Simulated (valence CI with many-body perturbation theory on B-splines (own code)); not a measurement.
Pt54+: E2, M1 decay

Computed by relativistic CI+MBPT: six valence electrons over a frozen Dirac-Fock core [Ar], a basis of 7 s, 7 p, 8 d, 6 f, 4 g, 1 h functions for each j, with the one-electron correlation potential Σ1 (screened to all orders), the two-electron term Σ2, the three-electron term Σ3, Breit, model QED; selected single and double excitations, second order for the rest, scaled by the run's own slope (own B-spline code, finite nucleus).

No measured spectrum was set against this ion. As an estimate, large intervals hold to a few tenths of a per cent, small ones and those within an open d or f shell to about a per cent. Core correlation moves these levels by up to 18000 cm⁻¹, and in measured spectra 5 to 20 % of such shifts remained as error; rates that hang on mixing are uncertain with them. Among the levels kept, up to 1100 cm⁻¹ of a level comes from second order outside the variational space, and about a tenth of that is noise between levels of different J, which matters for small intervals. The list stops below the first excitations out of the core. Only levels of the ground parity were solved; by the run's estimate the other parity begins above the list, which can be wrong where configurations are misplaced.

Lines 51 to 90 of 90 in falling wavelength, among levels below 2223600 cm⁻¹, chosen from the decays that carry over 1 % of a level's rate. Wavelengths and rates use the calculated energies. Electric multipoles are in the length gauge with retardation, E1 and E2 with the static RPA response of the core. M1 uses the relativistic operator with retardation. S is in atomic units (e²a₀⁴ for E2 and M2, e²a₀⁶ for E3), for M1 in squared Bohr magnetons. Weak lines are less certain than strong ones. Lines between different terms over intervals too small for the method are left out, as are lines whose strength nearly cancels. The highest levels of a list are the least certain.

Levels are named by their leading jj configuration (3d3/2^4 stands for four electrons in 3d with j = 3/2), which in mixed levels can hold well under half, so a name can repeat and another be missing. Letters in brackets count levels of one name in rising energy.

```tsv
λ vac (Å)	Upper	Lower	Type	A (s⁻¹)	S (a.u.)
133.5	(3d3/2^3 3d5/2^3) J=3 [b]	(3d3/2^4 3d5/2^2) J=2	M1	6.82e+05	4.21e-01
133.4	(3d3/2^2 3d5/2^4) J=6	(3d3/2^3 3d5/2^3) J=5	M1	1.25e+06	1.43e+00
133.2	(3d3/2^2 3d5/2^4) J=6	(3d3/2^3 3d5/2^3) J=6	M1	2.99e+06	3.41e+00
132.6	(3d3/2^2 3d5/2^4) J=4 [a]	(3d3/2^3 3d5/2^3) J=4 [a]	M1	1.00e+07	7.77e+00
132.2	(3d3/2^2 3d5/2^4) J=2 [b]	(3d3/2^3 3d5/2^3) J=3 [b]	M1	1.95e+06	8.34e-01
131.8	(3d3/2^2 3d5/2^4) J=4 [c]	(3d3/2^3 3d5/2^3) J=3 [c]	M1	3.02e+06	2.31e+00
130.0	(3d3/2^2 3d5/2^4) J=2 [b]	(3d3/2^3 3d5/2^3) J=2 [a]	M1	3.40e+06	1.38e+00
129.8	(3d3/2 3d5/2^5) J=1	(3d3/2^2 3d5/2^4) J=2 [a]	M1	2.02e+07	4.91e+00
128.4	(3d3/2^2 3d5/2^4) J=4 [c]	(3d3/2^3 3d5/2^3) J=4 [b]	M1	2.35e+06	1.66e+00
127.8	(3d3/2^2 3d5/2^4) J=3 [a]	(3d3/2^3 3d5/2^3) J=4 [a]	M1	4.12e+06	2.23e+00
126.6	(3d3/2^2 3d5/2^4) J=5	(3d3/2^3 3d5/2^3) J=4 [a]	M1	4.25e+05	3.52e-01
126.4	(3d3/2^2 3d5/2^4) J=3 [a]	(3d3/2^3 3d5/2^3) J=3 [a]	M1	5.01e+06	2.63e+00
122.3	(3d3/2^2 3d5/2^4) J=4 [b]	(3d3/2^3 3d5/2^3) J=5	M1	4.11e+06	2.51e+00
122.3	(3d3/2^3 3d5/2^3) J=3 [b]	(3d3/2^4 3d5/2^2) J=4	M1	2.03e+06	9.64e-01
121.0	(3d3/2^3 3d5/2^3) J=0	(3d3/2^4 3d5/2^2) J=2	E2	7.83e+03	1.81e-04
119.8	(3d3/2^2 3d5/2^4) J=1	(3d3/2^3 3d5/2^3) J=1 [a]	M1	3.65e+06	6.99e-01
117.5	(3d3/2^2 3d5/2^4) J=3 [b]	(3d3/2^3 3d5/2^3) J=4 [a]	M1	7.23e+05	3.05e-01
116.5	(3d3/2^2 3d5/2^4) J=2 [c]	(3d3/2^3 3d5/2^3) J=3 [b]	M1	3.98e+05	1.16e-01
115.8	(3d3/2^2 3d5/2^4) J=2 [b]	(3d3/2^3 3d5/2^3) J=1 [a]	M1	1.27e+05	3.65e-02
114.8	(3d3/2^2 3d5/2^4) J=2 [c]	(3d3/2^3 3d5/2^3) J=2 [a]	M1	5.55e+05	1.56e-01
113.9	(3d3/2^3 3d5/2^3) J=1 [b]	(3d3/2^4 3d5/2^2) J=2	M1	3.06e+05	5.02e-02
113.7	(3d3/2^3 3d5/2^3) J=2 [b]	(3d3/2^4 3d5/2^2) J=2	M1	6.47e+05	1.76e-01
112.4	(3d3/2^3 3d5/2^3) J=3 [c]	(3d3/2^4 3d5/2^2) J=2	M1	1.03e+06	3.80e-01
112.0	(3d3/2^2 3d5/2^4) J=4 [b]	(3d3/2^3 3d5/2^3) J=3 [a]	M1	4.99e+05	2.34e-01
111.2	(3d3/2^2 3d5/2^4) J=4 [c]	(3d3/2^3 3d5/2^3) J=3 [b]	M1	7.83e+04	3.59e-02
110.3	(3d3/2^2 3d5/2^4) J=2 [b]	(3d3/2^3 3d5/2^3) J=3 [a]	M1	1.06e+06	2.63e-01
110.0	(3d3/2^2 3d5/2^4) J=2 [d]	(3d3/2^3 3d5/2^3) J=3 [c]	M1	1.63e+06	4.02e-01
108.7	(3d3/2^2 3d5/2^4) J=2 [d]	(3d3/2^3 3d5/2^3) J=2 [b]	M1	3.86e+05	9.21e-02
108.6	(3d3/2^2 3d5/2^4) J=2 [d]	(3d3/2^3 3d5/2^3) J=1 [b]	M1	1.99e+06	4.72e-01
106.7	(3d3/2^3 3d5/2^3) J=4 [b]	(3d3/2^4 3d5/2^2) J=4	M1	7.86e+04	3.18e-02
106.7	(3d3/2^3 3d5/2^3) J=4 [b]	(3d3/2^4 3d5/2^2) J=4	E2	1.77e+03	1.97e-04
104.4	(3d3/2^3 3d5/2^3) J=3 [c]	(3d3/2^4 3d5/2^2) J=4	M1	8.35e+05	2.47e-01
99.14	(3d3/2^2 3d5/2^4) J=2 [c]	(3d3/2^3 3d5/2^3) J=3 [a]	M1	8.58e+05	1.55e-01
96.10	(3d3/2^2 3d5/2^4) J=4 [c]	(3d3/2^3 3d5/2^3) J=4 [a]	M1	7.46e+05	2.21e-01
95.31	(3d3/2^2 3d5/2^4) J=4 [c]	(3d3/2^3 3d5/2^3) J=3 [a]	M1	4.91e+05	1.42e-01
95.28	(3d3/2^2 3d5/2^4) J=2 [d]	(3d3/2^3 3d5/2^3) J=3 [b]	M1	1.35e+06	2.16e-01
94.14	(3d3/2^2 3d5/2^4) J=2 [d]	(3d3/2^3 3d5/2^3) J=2 [a]	M1	3.85e+05	5.96e-02
92.87	(3d3/2^2 3d5/2^4) J=0 [b]	(3d3/2^3 3d5/2^3) J=1 [b]	M1	8.03e+06	2.38e-01
86.46	(3d3/2^2 3d5/2^4) J=2 [d]	(3d3/2^3 3d5/2^3) J=1 [a]	M1	2.89e+05	3.46e-02
76.19	(3d3/2^2 3d5/2^4) J=0 [b]	(3d3/2^3 3d5/2^3) J=1 [a]	M1	1.74e+05	2.86e-03
```
